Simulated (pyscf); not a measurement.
**`[OH][BH][F]`, singlet**

Gas-phase minimum from PySCF at ωB97X-D3(BJ)/def2-SVP, one conformer. 

```xyz
5

O     -1.5757     0.3907    -0.1783
B     -0.8969    -0.5873     0.4535
F     -0.9052    -1.8321    -0.0376
H     -2.0309     0.0803    -0.9722
H     -0.2824    -0.3443     1.4591
```
Charge 0, spin multiplicity 1.

Bonds (Å): O1–B2 1.348, O1–H4 0.966, B2–F3 1.338, B2–H5 1.203. Bond angles (°): B2–O1–H4 112.9, O1–B2–F3 120.0, O1–B2–H5 120.2, F3–B2–H5 119.8.

Properties at ωB97X-D3(BJ)/def2-SVP:

| Quantity | Value |
|---|---|
| Harmonic wavenumbers, unscaled | 506, 638, 938, 1000, 1107, 1220, 1473, 2704, 3883 cm⁻¹ |
| Zero-point energy | 19.3 kcal/mol |
| Rotational symmetry number | 1 |
| Entropy of this conformer at 298 K and 1 atm, rigid rotor and harmonic oscillator, modes under 100 cm⁻¹ raised to 100 | 252.7 J/(mol K) |
| Dipole moment | 1.24 D |

Single-point totals, which compare only within one level (frozen core for MP2 and CC):

```tsv
level	total energy (hartree)
ωB97X-D3(BJ)/def2-TZVP	-201.35175
PBE/def2-TZVP	-201.09638
r²SCAN/def2-TZVP	-201.21963
B3LYP-D3(BJ)/def2-TZVP	-201.32724
PBE0-D3(BJ)/def2-TZVP	-201.10378
M06-2X/def2-TZVP	-201.24582
ωB97M-D3(BJ)/def2-TZVP	-201.35883
HF/def2-TZVPP	-200.35615
MP2/def2-TZVPP	-200.94562
CCSD/def2-TZVPP	-200.95600
CCSD(T)/def2-TZVPP	-200.97481
```

The CCSD(T) − MP2 part came from Ansatz, without density fitting, on the same reference.
